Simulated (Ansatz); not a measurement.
`F[P+](F)(F)[In-]([F])([F])[F]`. Charge 0, multiplicity 1. In: def2 effective core potential. The structure was optimised at the PBE0-D4/def2-TZVP level. It is one conformer, not always the lowest.

```xyz
8

F     1.563    1.679    0.450
P     1.118    0.205    0.347
F     1.537   -0.317    1.737
F     2.249   -0.375   -0.528
In   -1.506   -0.278   -0.467
F    -1.300    0.608   -2.175
F    -1.355   -2.205   -0.374
F    -2.305    0.684    1.010
```

**Question.** What is the dipole moment at B3LYP/def2-TZVPP? (Best estimate.)

**Answer.** Ansatz gave: 3.02 D, with components (2.84, 0.52, 0.88) D in this frame, pointing from negative to positive charge.

**Question.** And with PBE, r2SCAN, ωB97M-V? (An estimate is asked.)

**Answer.** The calculation gave: PBE 3.17 D, r2SCAN 3.21 D, ωB97M-V 2.98 D.

**Question.** Give the Mulliken charges with B3LYP, PBE, r2SCAN in def2-TZVPP. (An estimate is asked.)

**Answer.** Ansatz gave: 
```
atom  B3LYP    PBE  r2SCAN
  F1  -0.19  -0.14   -0.18
  P2   0.80   0.67    0.78
  F3  -0.19  -0.14   -0.18
  F4  -0.19  -0.14   -0.18
 In5   1.18   1.03    1.17
  F6  -0.47  -0.43   -0.47
  F7  -0.47  -0.43   -0.47
  F8  -0.47  -0.43   -0.47
```

B3LYP here is the variant with VWN-RPA as its local correlation; programs differ in this.
